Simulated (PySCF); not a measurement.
CH8Cl2Si3.

```xyz
14

Si     2.0522     0.4838    -1.8594
C      1.2002    -0.8336    -0.7961
Si    -0.2094    -0.2334     0.2704
Si    -2.1033     0.5227    -0.8788
Cl    -0.8145    -1.7802     1.5341
Cl     0.4842     1.3435     1.4499
H      1.0252     1.2625    -2.6113
H      2.9642    -0.1744    -2.8388
H      2.8367     1.4134    -1.0032
H      0.8016    -1.6275    -1.4524
H      1.9522    -1.3064    -0.1408
H     -1.7647     1.7269    -1.6895
H     -3.1575     0.8653     0.1161
H     -2.5979    -0.5575    -1.7823
```
Charge 0, spin multiplicity 1.

Geometry optimised at B3LYP-D3(BJ)/def2-SVP. The structure was generated by enumeration, and PubChem lists no compound with its InChIKey, so it may never have been made. The values are those of a single conformer.

Calculation: B3LYP/pcSseg-1 in PySCF. Non-relativistic, no solvent.

Computed absolute GIAO shielding of each atom: isotropic value and principal components (ppm):
```tsv
atom	σ(iso)	σ11	σ22	σ33	span
Si1	410.6	385.9	398.1	447.7	61.8
C2	172.6	160.9	168.9	187.9	27.0
Si3	280.1	262.7	279.8	297.7	35.0
Si4	437.5	428.5	433.2	450.8	22.3
Cl5	816.6	680.7	825.9	943.1	262.3
Cl6	839.8	704.2	875.4	939.8	235.6
H7	27.6	23.7	27.4	31.9	8.2
H8	27.5	23.9	25.0	33.5	9.6
H9	27.4	23.4	26.9	31.9	8.5
H10	31.1	26.3	29.6	37.3	11.0
H11	30.6	26.1	29.6	36.2	10.2
H12	27.7	24.1	26.6	32.5	8.4
H13	27.9	24.6	26.1	32.9	8.3
H14	27.9	24.8	25.9	33.1	8.3
```
